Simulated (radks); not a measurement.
Task: These are the eigenvalues of the occupied orbitals of an atom or ion with whole-number occupations (hartree). All-electron calculation, non-relativistic Kohn-Sham, RPBE, spin-unpolarised, spherical densities, point nucleus. Program: a radial shooting solver on a logarithmic mesh with Libxc functionals.

orbital  eigenvalue
1s        -747.0452
2s        -104.9525
2p        -96.90738
3s        -18.44851
3p        -15.32517
3d         -9.59750
4s         -2.82317
4p         -1.91308
4d         -0.53114
5s         -0.39721

Which element is it, and in what charge state? The configuration may be excited.

Result: Z = 43, technetium, charge +1: Tc+ in [Kr] 4d5 5s1. The list shows which subshells hold electrons but not how many an open one holds; the 1s level, -747.05 hartree, gives Z - s = 38.7 by -(Z - s)^2/2, which with screening narrows Z to a few neighbours, and the depths of the outer levels then fix element, charge and occupations together.
